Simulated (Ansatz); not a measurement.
Geometry optimisation, Ansatz, RKS PBE0-D4/def2-SVP.

Input file:

```yaml
crystal:
  periodic: [false, false, false]
  atoms:
    - { symbol: Ge, position_ang: [-0.423092, -1.0e-06, -0.411937] }
    - { symbol: F, position_ang: [0.040625, -0.001871, 2.445607] }
    - { symbol: H, position_ang: [0.995947, 0.000768, 0.156861] }
    - { symbol: H, position_ang: [-0.61159, 1.269295, -1.265432] }
    - { symbol: H, position_ang: [-0.611184, -1.269901, -1.264399] }
    - { symbol: H, position_ang: [-1.587417, 0.000473, 0.607255] }
    - { symbol: H, position_ang: [-0.87309, 0.001238, 2.325444] }
basis:
  gaussian: { orbitals: def2-SVP }
hamiltonian:
  xc: pbe0
  dispersion: d4
relax:
  f_tol: 0.03
  max_steps: 50
```

Run as:

```bash
$ ansatz run input.yaml --threads 1 --pin off --max-ram 2048MiB --backend cpu --events-out ev --progress --plain --runs-dir out
```

Where does it end, and by what steps?

It converged. The force dipped under the threshold on the way, but the program's further checks kept it going. After 23 steps the energy has fallen by 0.166 eV; F2 moved furthest, 0.78 Å.

```json
{"step": "0", "energy less start (eV)": "0.0000", "largest force component (eV/Å)": "0.499", "accepted": "yes"}
{"step": "1", "energy less start (eV)": "-0.0731", "largest force component (eV/Å)": "1.156", "accepted": "yes"}
{"step": "2", "energy less start (eV)": "-0.0634", "largest force component (eV/Å)": "1.755", "accepted": "no"}
{"step": "3", "energy less start (eV)": "-0.0959", "largest force component (eV/Å)": "0.477", "accepted": "yes"}
{"step": "4", "energy less start (eV)": "-0.1063", "largest force component (eV/Å)": "0.657", "accepted": "yes"}
{"step": "5", "energy less start (eV)": "-0.1153", "largest force component (eV/Å)": "0.040", "accepted": "yes"}
{"step": "6", "energy less start (eV)": "-0.1156", "largest force component (eV/Å)": "0.010", "accepted": "yes"}
{"step": "7", "energy less start (eV)": "-0.1157", "largest force component (eV/Å)": "0.023", "accepted": "yes"}
{"step": "8", "energy less start (eV)": "-0.1157", "largest force component (eV/Å)": "0.015", "accepted": "yes"}
{"step": "9", "energy less start (eV)": "-0.1158", "largest force component (eV/Å)": "0.003", "accepted": "yes"}
{"step": "10", "energy less start (eV)": "-0.1160", "largest force component (eV/Å)": "0.015", "accepted": "yes"}
{"step": "11", "energy less start (eV)": "-0.1168", "largest force component (eV/Å)": "0.094", "accepted": "yes"}
{"step": "12", "energy less start (eV)": "-0.1120", "largest force component (eV/Å)": "0.703", "accepted": "no"}
{"step": "13", "energy less start (eV)": "-0.1188", "largest force component (eV/Å)": "0.137", "accepted": "yes"}
{"step": "14", "energy less start (eV)": "-0.1224", "largest force component (eV/Å)": "0.264", "accepted": "yes"}
{"step": "15", "energy less start (eV)": "-0.1204", "largest force component (eV/Å)": "0.772", "accepted": "no"}
{"step": "16", "energy less start (eV)": "-0.1291", "largest force component (eV/Å)": "0.110", "accepted": "yes"}
{"step": "17", "energy less start (eV)": "-0.1344", "largest force component (eV/Å)": "0.143", "accepted": "yes"}
{"step": "18", "energy less start (eV)": "-0.1398", "largest force component (eV/Å)": "0.427", "accepted": "yes"}
{"step": "19", "energy less start (eV)": "-0.1438", "largest force component (eV/Å)": "0.344", "accepted": "yes"}
{"step": "20", "energy less start (eV)": "-0.1550", "largest force component (eV/Å)": "0.245", "accepted": "yes"}
{"step": "21", "energy less start (eV)": "-0.0799", "largest force component (eV/Å)": "2.041", "accepted": "no"}
{"step": "22", "energy less start (eV)": "-0.1653", "largest force component (eV/Å)": "0.035", "accepted": "yes"}
{"step": "23", "energy less start (eV)": "-0.1658", "largest force component (eV/Å)": "0.021", "accepted": "yes"}
```

```xyz
7
Properties=species:S:1:pos:R:3
Ge -0.403 0.169 -0.456
F -0.164 -0.750 2.557
H 1.025 0.502 -0.009
H -0.729 0.899 -1.770
H -0.578 -1.345 -0.635
H -1.407 0.670 0.609
H -0.813 -0.146 2.298
```

Whether the end is a true minimum wasn't checked by a vibrational analysis.

Run time: 29 s on 1 thread of Intel(R) Xeon(R) 6975P-C (Granite Rapids), on a shared host, peak memory 0.15 GiB.
